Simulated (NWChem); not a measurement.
System: SiH2ClF; SMILES F[SiH2]Cl

```xyz
5

Si    -0.5352     0.5351     0.0000
F      0.6935     1.5846     0.0000
Cl     0.2290    -1.3667     0.0000
H     -1.3214     0.7405    -1.2394
H     -1.3214     0.7405     1.2394
```
Atoms are numbered in this order, from 1.

The geometry was optimised at PBE0/def2-SVP.

Symmetry labels are those of Cs in the frame above (b1 and b2, or b-type labels, depend on it).

**Question.** List the 4 lowest vertical singlet excitations from PBE/def2-SVPD, TDA (NWChem).

**Answer.** 
| state | energy (eV) | oscillator strength | symmetry | leading excitation (squared amplitude) |
|---|---|---|---|---|
| S1 | 7.07 | 0.003 | a" | HOMO → LUMO (0.97) |
| S2 | 7.31 | 0.014 | a" | HOMO → LUMO+1 (0.96) |
| S3 | 7.74 | 0.031 | a' | HOMO−1 → LUMO (0.90) |
| S4 | 7.91 | 0.022 | a' | HOMO−1 → LUMO+1 (0.94) |
